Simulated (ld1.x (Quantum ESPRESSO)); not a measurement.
## silver (Ag): one change to a TM potential, before and after

ld1.x (Quantum ESPRESSO) 7.5 input, shortened:

```
&input
   title='Ag', zed=47., rel=1, dft='PZ', iswitch=3,
   config='[Kr] 4d10 5s0 5p0'
 /
 &inputp
   pseudotype=2, tm=.true., lloc=2,
   nlcc=.true., rcore=0.80
 /
3
5S  1  0   0.00   0.00  2.50  2.50  0.0
5P  2  1   0.00   0.00  3.20  3.20  0.0
4D  3  2  10.00   0.00  1.70  1.70  0.0
 &test
   configts(1)='4d10 5s0 5p0'
 /
```

Change: all radii but the core radius scaled by about 1.07 (s 2.68, p 3.42, d 1.82 bohr).

Cutoffs: the cutoffs (Ry, on a coarse ladder) from which the occupation-weighted sum of valence levels, in a spherical-Bessel basis at the reference potential, stays within 10 and 1 mRy of its value at 400 Ry; they do not see the model core or the augmentation charge, which bear on the density cutoff. Errors are all-electron minus pseudo energies relative to the spin-unpolarised reference configuration.

Q: How do hardness, ghosts and transferability respond?

A: The potential gets softer (70 Ry and 100 Ry → 60 Ry and 90 Ry); both files keep a bound ghost (p, s); the errors of the 9 common tests hardly move. A larger radius leaves more room for a smooth pseudo-wave, so fewer plane waves are needed.

| quantity | base | changed |
| --- | --- | --- |
| cutoff, loose | 70 Ry | 60 Ry |
| cutoff, tight | 100 Ry | 90 Ry |
| bound ghosts | s, p | s, p |
| error for 4d10 5s1 5p0, meV [ΔE -8.10 eV] | -7.9 | -6.8 |
| error for 4d9 5s0 5p0, meV [ΔE 22.38 eV] | -61 | -65 |
| error for 4d8 5s0 5p0, meV [ΔE 58.82 eV] | -341 | -353 |
| error for 4d7 5s0 5p0, meV [ΔE 110.74 eV] | -997 | -1013 |
| error for 4d10 5s0.5 5p0, meV [ΔE -4.92 eV] | -2.2 | -1.9 |
| error for 4d9 5s1 5p0, meV [ΔE 5.28 eV] | -87 | -79 |
| error for 4d9 5s1 5p1, meV [ΔE 0.47 eV] | -120 | -109 |
| error for 4d10 5s1 5p0 (spin-polarised), meV [ΔE -8.25 eV] | -7.4 | -6.8 |
| error for 4d9 5s0 5p0 (spin-polarised), meV [ΔE 22.22 eV] | -54 | -57 |

Base: These tests converged, but a pseudo level misses the all-electron one widely, so the file describes the atom poorly there or has found another state: 4d7 5s0 5p0: empty 5s by 7.1 eV. Changed file: These tests converged, but a pseudo level misses the all-electron one widely, so the file describes the atom poorly there or has found another state: 4d9 5s0 5p0: empty 5p by 2.2 eV (a node warning on the way); 4d7 5s0 5p0: empty 5s by 6.5 eV (a node warning on the way). A true bound ghost makes a file unfit for plane-wave use even where its test errors are small: the radial tests pick states by their node count and pass the ghost by.
